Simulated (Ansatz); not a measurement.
Input file for Ansatz (a first-principles code): R-RI-MP2/def2-TZVPPD on NH3 (SMILES N). The basis file is the Basis Set Exchange's JSON of that set.

Ansatz 0.2 input:
```yaml
crystal:
  periodic: [false, false, false]
  atoms:
    - {symbol: N, position_ang: [0.00090898, -0.00391391, 0.27908062]}
    - {symbol: H, position_ang: [-0.58067550, -0.74167545, -0.10150437]}
    - {symbol: H, position_ang: [-0.35364238, 0.87530680, -0.07958658]}
    - {symbol: H, position_ang: [0.93330890, -0.12971744, -0.09798967]}
basis:
  gaussian:
    orbitals: def2-TZVPPD.json
    fitting: {mean_field: def2-universal-JKFIT, correlation: def2-TZVPPD-RIFIT.json}
magnetization: {spin_polarized: false}
correlation: {method: mp2, electrons: outside_noble_gas}
scf: {lower_state_search: off}
```

The log:

```
WARN ansatz: RAYON_NUM_THREADS=4 ignored (pool sized by the plan → 4); use --threads N
Functional definition: HF
these checks for a lower state are left out or cut short: stability, starts, cluster_reference, orbital_swaps, neighbouring_geometries, increment
integrals: 0.01 GiB planned
131 factors; integrals over basis functions are off by at most 8.9e-1 eV
209 factors; integrals over basis functions are off by at most 6.4e-1 eV
mean field: 0.07 GiB planned
mean field evaluation 1: about -1528.1043 eV, gradient 3.0e1 eV
mean field evaluation 2: about -1529.3665 eV, gradient 1.7e1 eV
mean field evaluation 4: about -1529.8748 eV, gradient 2.7e-1 eV
mean field evaluation 8: about -1529.8753 eV, gradient 4.9e-7 eV
mean field -1529.87526762 eV, -56.2218790983 hartree, gradient 4.9e-7 eV, S^2 0.000000; 0 other end points of the search recorded, 0 dependent functions left out
1 core orbitals not correlated
reference -1529.87526762 eV, -56.2218790983 hartree; 4, 4 occupied and 83, 83 virtual orbitals, 209 factors
second order -6.43506980 eV of doubles, -0.00000000 eV of singles
Total energy: -1536.31033742 eV, -56.4583635518 hartree
Checks for a lower state left out: stability, starts, cluster_reference, orbital_swaps, neighbouring_geometries, increment
```

The calculation finished and met its thresholds.

Cost: very roughly 0.21 core-seconds.
